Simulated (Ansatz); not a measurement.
Reaction: SbH3 (SMILES [SbH3]) → SbH2 (SMILES [SbH2], doublet) + H (doublet) (the H-Sb bond breaks)
Each species at its own B3LYP-D3(BJ)/def2-TZVP minimum (Ansatz, a program for electronic structure).

Total energies in hartree (Ansatz). Radicals and triplets start from unrestricted determinants; spin-orbit coupling is neglected. Correlated methods leave the cores frozen (noble-gas shells, and filled d and f shells in the p block). Past Kr the def2 sets carry scalar-relativistic core potentials. Where a partner has so few electrons that a lower coupled-cluster level is exact, that level stands in. Spin-orbit terms, left out, reach several kcal/mol for Br and I, and more for heavier atoms.

```tsv
species	HF/def2-TZVPP	CCSD(T)/def2-TZVPP	HF/def2-QZVPP	CCSD(T)/def2-QZVPP	CCSDT(Q)/def2-QZVPP
1: SbH3 (SMILES [SbH3])	-240.98033	-241.15346	-240.98238	-241.16516	-241.16617
2: SbH2 (SMILES [SbH2], doublet)	-240.40397	-240.54405	-240.40576	-240.55417	-240.55511
3: H (doublet)	-0.49981	-0.49981	-0.49998	-0.49998	-0.49998
```

Task: Work out the bond dissociation energy (electronic) in kcal/mol: take Hartree-Fock from def2-QZVPP, extrapolate the CCSD(T) correlation energy as X^-3 (X = 3, 4), and add CCSDT(Q) - CCSD(T) in def2-QZVPP. 1 hartree = 627.51 kcal/mol.

Result: 
Species 1: correlation (64·(-0.18278) - 27·(-0.17313))/37 = -0.18982; step -0.00101; E1 = -240.98238 + (-0.18982) + (-0.00101) = -241.17321
Species 2: correlation (64·(-0.14841) - 27·(-0.14008))/37 = -0.15449; step -0.00094; E2 = -240.40576 + (-0.15449) + (-0.00094) = -240.56119
Species 3: correlation (64·(0.00000) - 27·(0.00000))/37 = 0.00000; step +0.00000; E3 = -0.49998 + (0.00000) + (+0.00000) = -0.49998
-1·E1 +1·E2 +1·E3 = 0.11204 hartree = 70.3 kcal/mol.
